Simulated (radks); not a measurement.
Species: the dysprosium ion Dy44+. Configuration: [Ar] 3d4.

Method: non-relativistic Kohn-Sham, LB94 model potential, spin-polarised, spherical densities, point nucleus; open shells are filled with parallel spins first (spin-orbit coupling, left out, can overturn this in heavy ions); relativity is left out, which matters for an element this heavy; computed with a radial shooting solver on a logarithmic mesh with Libxc functionals.

Energy parts (eV):
kinetic: 274222.81
electron-nucleus: -587497.25
Hartree: 43690.05
(The LB94 potential has no energy functional, so no total or exchange-correlation energy is given.)

Orbitals (lengths in bohr, moments of r in powers of bohr; r(max) is where P^2 peaks; r(90%) holds 90 % of the orbital's charge):
orbital,occ.,eigenvalue (eV),r(90%),r(max),<r^2>
1s up,1,-52892.39,0.0408,0.01523,0.0007040
1s down,1,-52893.04,0.0408,0.01523,0.0007041
2s up,1,-10552.65,0.148,0.08308,0.01099
2s down,1,-10550.75,0.148,0.08305,0.01096
2p up,3,-10196.92,0.132,0.06461,0.008149
2p down,3,-10197.12,0.132,0.06460,0.008131
3s up,1,-3965.233,0.344,0.2236,0.06403
3s down,1,-3945.021,0.345,0.2239,0.06430
3p up,3,-3818.063,0.334,0.2103,0.05868
3p down,3,-3796.633,0.335,0.2105,0.05895
3d up,4,-3568.529,0.300,0.1642,0.04450
3d down,0,-3547.910,0.301,0.1638,0.04456

The highest occupied level is 3d up at -3568.5 eV. For comparison, the ionisation energy in NIST's Atomic Spectra Database is 3607 eV (theoretical). In exact Kohn-Sham theory the highest level is minus the ionisation energy, but local and semilocal functionals leave it too shallow, through self-interaction and a potential that decays too fast; potentials with the right tail come closer. The density falls to 0.001 e/bohr^3 at r = 0.70 bohr.
